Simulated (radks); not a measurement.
Results of a calculation; reference values are marked as such.
Orbital eigenvalues (eV) of neutral tellurium, [Kr] 4d10 5s2 5p4, at several levels of relativity; Dirac values are averaged over j with weights 2j + 1. Spin-unpolarised spherical Kohn-Sham, PBE, point nucleus unless stated (finite: rms radius 4.7423 fm), a radial shooting solver on a logarithmic mesh with Libxc functionals. A level marked "c x" has the speed of light scaled by that factor and shares open shells by 2j + 1; other Dirac levels either fill j = l - 1/2 first or share by 2j + 1.

\begin{tabular}{lrrrrr}
shell & non-rel. & scalar-rel. & Dirac, low j first & Dirac, c x 100 & change of magnitude, last against first (%) \\ \hline
1s & -30396 & -31629 & -31607 & -30396 & 0.00 \\
2s & -4548.7 & -4850.3 & -4845.1 & -4548.8 & 0.00 \\
2p & -4268.4 & -4354.0 & -4356.3 & -4268.4 & 0.00 \\
3s & -902.86 & -965.24 & -964.07 & -902.87 & 0.00 \\
3p & -785.72 & -803.91 & -804.28 & -785.73 & 0.00 \\
3d & -568.19 & -560.05 & -559.19 & -568.19 & 0.00 \\
4s & -152.10 & -164.39 & -164.05 & -152.10 & 0.00 \\
4p & -111.79 & -114.41 & -114.39 & -111.79 & 0.00 \\
4d & -43.714 & -41.653 & -41.423 & -43.713 & 0.00 \\
5s & -13.957 & -15.109 & -14.977 & -13.957 & 0.00 \\
5p & -6.0182 & -5.9533 & -5.8840 & -6.0182 & 0.00 \\
\end{tabular}
